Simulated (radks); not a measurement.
Neutral barium, [Xe] 6s2. All-electron calculation, non-relativistic Kohn-Sham, PBE, spin-polarised, spherical densities, point nucleus. Program: a radial shooting solver on a logarithmic mesh with Libxc functionals. Every spin shell is full or empty, so the densities are truly spherical. Functionals are evaluated on that one density, not self-consistently. Rank these orbital-free kinetic functionals by their error against the exact value of the orbitals, and give that value: Thomas-Fermi, von Weizsacker, TF + vW, TF + vW/5, APBEK, revAPBEK, Thakkar, Pearson, PG1, DePristo-Kress, Ernzerhof.

Answer. Exact: 7883.04 hartree. From best to worst, with 100 (|E| - |E exact|)/|E exact| (equal figures are ties): APBEK +0.08, DePristo-Kress -0.14, revAPBEK +0.25, Ernzerhof -0.44, Thakkar -0.64, Pearson -0.92, TF + vW/5 +2.86, Thomas-Fermi -5.15, PG1 +14.37, TF + vW +34.90, von Weizsacker -59.95.
